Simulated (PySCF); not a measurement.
# What a mistake does to a calculation on B2FH3N anion

Calculated results; nothing here was measured. The program is PySCF 2.14.0, an open-source quantum chemistry code, run on an isolated molecule that a program drew, which may never have been made. The molecule is B2FH3N anion (charge -1, singlet), drawn as the SMILES string `B=N[BH2-]F`.

Each row is a Hartree-Fock (HF) and frozen-core CCSD(T) single point in the aug-cc-pVDZ basis, meant for a local HF minimum. Run 1 is clean. Each other run has one planted mistake out of seven kinds, and not every kind appears here: one electron removed, one electron added, multiplicity raised by two, geometry at a saddle point, minimal basis STO-3G, one bond length entered in bohr, all coordinates scaled. The reference is restricted for singlets and unrestricted otherwise, and also for a bond in bohr. Adding or removing an electron swaps singlet and doublet. Electrons count all cores. HOMO and LUMO are orbital energies over both spins, the gradient is its largest component, and the lowest frequency (negative if imaginary) is given only where the gradient is small. Bond lengths are over the 6 bonds as drawn. T1 is the CCSD diagnostic: over 0.02 (restricted) or 0.045 (unrestricted) a single reference is doubtful.

Geometry of the clean run:
```xyz
7
B2FH3N anion, angstrom
B    -1.5105   -0.2749   -0.3682
N    -0.7958    0.6629   -0.0281
B     0.1092    1.8303    0.3987
F    -0.6976    3.0418    0.5008
H    -2.1947   -1.1751   -0.6944
H     0.6123    1.5907    1.5097
H     0.9957    2.0113   -0.4533
```

```
run  electrons  basis functions  <S^2>  HOMO (eV)  LUMO (eV)  gradient (hartree/bohr)  lowest frequency (cm^-1)  mean bond (Å)  longest bond (Å)      T1  HF (hartree)  CCSD(T) (hartree)                          mistake
  1         30              119  0.000      -4.51       3.42                  1.4e-05                       181         1.3144             1.538  0.0158    -205.10937         -205.73452                         no fault
  2         30              119  0.000      -4.23       3.70                  8.0e-02                         -         1.5424             2.906  0.0202    -205.00576         -205.63250  one bond length entered in bohr
  3         30              119  0.000      -4.61       3.42                  3.8e-02                         -         1.3591             1.590  0.0168    -205.10182         -205.73458                                ?
  4         29              119  0.772     -11.10      -2.27                  7.6e-02                         -         1.3144             1.538  0.0723    -204.98580         -205.58304                                ?
```

**Which mistake was planted in run 3, and what did it cost?**

The mean and the longest bond both change by the same factor, 1.034, and the gradient is no longer small. So the mistake is: all coordinates scaled. Subtracting run 1 and multiplying by 627.51 kcal/mol a hartree, the energy moved by 4.7 kcal/mol in HF and 0.0 kcal/mol in CCSD(T).

**Which mistake was planted in run 4, and what did it cost?**

It counts 29 electrons, one fewer than the clean run, at the same geometry and basis. So the mistake is: one electron removed. Subtracting run 1 and multiplying by 627.51 kcal/mol a hartree, the energy moved by 77.5 kcal/mol in HF and 95.1 kcal/mol in CCSD(T).

Cautions from the logs. Run 4: T1 is over the limit, so its CCSD(T) energy is less reliable.
